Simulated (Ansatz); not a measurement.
`C[B-](C)(C)[SH2+]`, charge 0, multiplicity 1.

**Question.** Give a relaxed structure at PBE0-D4/def2-TZVP (Ansatz). (An estimate is asked.)

**Answer.** Ansatz gave: 
Cartesian coordinates in Å:
```
C -1.052 0.540 1.000
B 0.142 0.138 0.020
C 1.471 -0.433 0.698
C 0.332 1.031 -1.291
S -0.621 -1.769 -0.947
H -1.252 -0.195 1.786
H -0.761 1.465 1.515
H -1.995 0.761 0.489
H 2.189 -0.858 -0.011
H 1.292 -1.172 1.487
H 1.981 0.410 1.182
H -0.600 1.261 -1.817
H 1.041 0.618 -2.015
H 0.746 1.996 -0.972
H -1.049 -2.419 0.148
H -1.864 -1.374 -1.271
```
Point group Cs.
This is one stationary point; other conformers may exist.
